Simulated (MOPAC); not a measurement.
MOPAC input (PM6):

```
PM6 PRECISE GNORM=0.05 LET XYZ CHARGE=-1 GEO-OK AUX(PRECISION=9) THREADS=1
CH2F

C    -0.74598462 1    0.07954784 1    0.23255547 1
F     0.73298763 1   -0.10811036 1   -0.07052530 1
H    -0.92133566 1    1.08748682 1   -0.22113066 1
H    -1.19964527 1   -0.59178060 1   -0.53947446 1
```

From the last part of the output:

```
                                                       MOPAC v23.2.5 Linux

          FINAL HEAT OF FORMATION =        -14.68331 KCAL/MOL =     -61.43497 KJ/MOL

          COSMO AREA              =         61.91 SQUARE ANGSTROMS
          COSMO VOLUME            =         43.71 CUBIC ANGSTROMS

          GRADIENT NORM           =          0.04298          =       0.02149 PER ATOM
          IONIZATION POTENTIAL    =          0.167252 EV
          HOMO LUMO ENERGIES (EV) =         -0.167 11.782
          NO. OF FILLED LEVELS    =          7
          MOLECULAR WEIGHT        =         33.0252         POINT GROUP:  Cs

          MOLECULAR DIMENSIONS (Angstroms)

            Atom       Atom       Distance
            H     4    F     2     2.01290
            H     3    F     2     1.62812
            C     1    F     2     0.25719

          SCF CALCULATIONS        =         10

   ATOM   CHEMICAL          X               Y               Z
  NUMBER   SYMBOL      (ANGSTROMS)     (ANGSTROMS)     (ANGSTROMS)

     1       C         -0.66992092  *   0.09452817  *   0.08704915  *
     2       F          0.67962806  *  -0.10614801  *  -0.03422935  *
     3       H         -0.92911987  *   1.10365747  *  -0.03999614  *
     4       H         -1.22277315  *  -0.66818429  *  -0.37589200  *

                             CARTESIAN COORDINATES

   1    C       -0.669920920     0.094528167     0.087049150
   2    F        0.679628061    -0.106148007    -0.034229350
   3    H       -0.929119872     1.103657471    -0.039996144
   4    H       -1.222773148    -0.668184292    -0.375891998

           Empirical Formula: C H2 F  =     4 atoms

      MOLECULAR POINT GROUP   :   Cs

                  EIGENVALUES
 -32.55350 -14.35994  -9.15984  -8.52163  -7.76176  -5.33854  -0.16725  11.78150
  14.34121  14.70885

              NET ATOMIC CHARGES AND DIPOLE CONTRIBUTIONS

  ATOM NO.   TYPE          CHARGE      No. of ELECS.   s-Pop       p-Pop
    1          C          -0.831606        4.8316     1.16581     3.66579
    2          F          -0.313853        7.3139     1.96637     5.34749
    3          H           0.072731        0.9273     0.92727
    4          H           0.072729        0.9273     0.92727
 DIPOLE           X         Y         Z       TOTAL
 POINT-CHG.     1.292    -0.130    -0.445     1.372
 HYBRID         0.431     0.152    -1.177     1.262
 SUM            1.723     0.022    -1.621     2.366

          ATOMIC ORBITAL ELECTRON POPULATIONS

     Atom    s        px        py        pz
    1  C   1.16581   0.73715   1.08136   1.84729
    2  F   1.96637   1.37366   1.97995   1.99388
    3  H   0.92727
    4  H   0.92727

 **********************
 *                    *
 * JOB ENDED NORMALLY *
 *                    *
 **********************

 == MOPAC DONE ==
```

The dipole moment of an ion depends on the origin.
